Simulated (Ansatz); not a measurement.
The cluster Sn₅⁻. Total charge -1; quartet. Geometry PBE-D4/def2-SVPD; atoms count from 1.

Cartesian coordinates in Å:
```
Sn 0.751 1.444 1.442
Sn 2.008 -0.828 -0.099
Sn -0.755 -1.103 1.014
Sn -0.373 -0.890 -1.947
Sn -1.632 1.377 -0.410
```

In the def2 sets Sn takes a core potential; there is no spin–orbit coupling. At PBE0-D4/def2-TZVPD a doublet of charge -1 lies 0.86 eV below the quartet, each at its own geometry. The structure comes from a short search, and lower isomers may exist.

Question: Estimate the Mulliken populations from the PBE0/def2-TZVPD orbitals of Ansatz.

Answer: 
```
atom  charge (e)  spin (α − β)
 Sn1       -0.16          0.74
 Sn2       -0.16          0.74
 Sn3       -0.34          0.04
 Sn4       -0.16          0.74
 Sn5       -0.16          0.74
```
Mulliken values depend strongly on the basis. With diffuse functions, as here, like atoms can get unlike values, and bond orders can come out too low or too high.

Question: Where does the spin sit?

Answer: Summed by element: Sn 3.00, of 3 unpaired in all. Largest on single atoms: Sn1 0.74, Sn2 0.74, Sn5 0.74.

Question: And the Mayer bond orders between heavy atoms (over 0.3)?

Answer: Sn1–Sn2 0.74 (3.02 Å); Sn1–Sn3 0.74 (2.99 Å); Sn1–Sn5 0.74 (3.02 Å); Sn2–Sn3 0.74 (2.99 Å); Sn2–Sn4 0.74 (3.01 Å); Sn3–Sn4 0.74 (2.99 Å); Sn3–Sn5 0.74 (2.99 Å); Sn4–Sn5 0.74 (3.01 Å).
